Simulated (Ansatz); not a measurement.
`[SiH3][SnH3]` + `NCS` → `[SiH3]NCS` + `[SnH4]`  (cleavage of the Si–Sn bond)

Gas-phase electronic energies from Ansatz, PBE0-D4/def2-TZVP geometries. CCSD(T)/CBS adds triple-zeta CCSD(T) − MP2 to the extrapolated MP2 energy (def2 sets, frozen cores). DFT in def2-TZVPP. def2 core potentials past Kr. For Sn outer-core shells are correlated without core-valence functions, which leaves a few kJ/mol of doubt a bond. Each species was taken in one conformer, which may not be the lowest.

```csv
level,ΔE (kJ/mol),difference from CCSD(T)/CBS
PBE-D4,-9.8,7.7
B2PLYP,-23.6,-6.1
r2SCAN,-18.6,-1.1
PBE0,-10.1,7.4
MP2/def2-TZVPP,-26.4,-8.9
SCS-MP2/def2-TZVPP,-29.4,-11.9
CCSD(T)/def2-TZVPP,-23.7,-6.2
HF/def2-QZVPP,-33.1,-15.6
MP2/def2-QZVPP,-23.0,-5.5
HF/CBS(def2),-33.1,-15.6
CCSD(T)/CBS,-17.5,0
```

Largest T1 diagnostic among the species: 0.013.

The D4 term adds −4.7 kJ/mol with B3LYP and −2.6 kJ/mol with PBE0; it sums over pairs of atoms, weighted by their polarisabilities, and B3LYP, whose exchange is more repulsive, gets the larger term. From PBE to PBE0 (25 % exact exchange), in def2-TZVPP and without D4, ΔE moves by −3.3 kJ/mol.

B3LYP here is the variant with VWN-RPA as its local correlation; programs differ in this.
